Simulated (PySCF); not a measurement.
CH7ClO2Si2, SMILES OC[SiH2]O[SiH2]Cl.

Geometry optimised at B3LYP-D3(BJ)/def2-SVP. The structure was generated by enumeration, and PubChem lists no compound with its InChIKey, so it may never have been made. Other conformers were not sampled.

These are B3LYP-D3(BJ)/def2-SVP run with PySCF values and carry that method's errors.

Frequencies are harmonic and unscaled.

Computed normal modes with their intensities:
```csv
mode,ν (cm⁻¹),IR (km/mol),moving atoms (share of kinetic energy)
1,46,9.7,"Si 32 %, O 30 %, Cl 16 %, H 16 %"
2,80,10.8,"O 32 %, Si 24 %, Cl 20 %, H 17 %"
3,111,3.0,"H 26 %, C 23 %, O 21 %, Cl 17 %, Si 12 %"
4,152,7.1,"O 49 %, Cl 20 %, Si 16 %, H 12 %"
5,154,4.7,"O 55 %, H 26 %, Cl 10 %"
6,257,2.4,"O 45 %, Si 21 %, Cl 13 %, H 13 %, C 8 %"
7,338,22.5,"O 46 %, H 25 %, Si 17 %"
8,372,143.6,H 91 %
9,506,48.8,"Si 52 %, Cl 39 %"
10,562,19.3,"H 62 %, Si 26 %"
11,600,11.2,"Si 52 %, H 26 %, O 12 %"
12,648,37.4,"H 72 %, Si 18 %, O 8 %"
13,669,8.6,"H 47 %, C 36 %, Si 16 %"
14,730,6.5,H 92 %
15,750,49.0,"H 81 %, O 12 %"
16,797,31.9,"H 62 %, C 25 %, Si 11 %"
17,888,320.4,"H 81 %, Si 14 %"
18,942,381.0,"H 82 %, Si 14 %"
19,962,195.6,H 94 %
20,987,21.1,"H 89 %, Si 9 %"
21,1043,23.8,"O 47 %, C 44 %, H 8 %"
22,1093,413.7,"O 74 %, Si 17 %"
23,1157,13.0,H 98 %
24,1290,7.9,"H 77 %, C 21 %"
25,1372,14.7,"H 82 %, C 11 %"
26,1439,5.6,H 93 %
27,2232,149.4,H 97 %
28,2238,118.8,H 96 %
29,2274,87.5,H 97 %
30,2286,127.2,H 96 %
31,3007,28.1,H 95 %
32,3060,20.5,"H 90 %, C 10 %"
33,3791,138.9,H 94 %
```
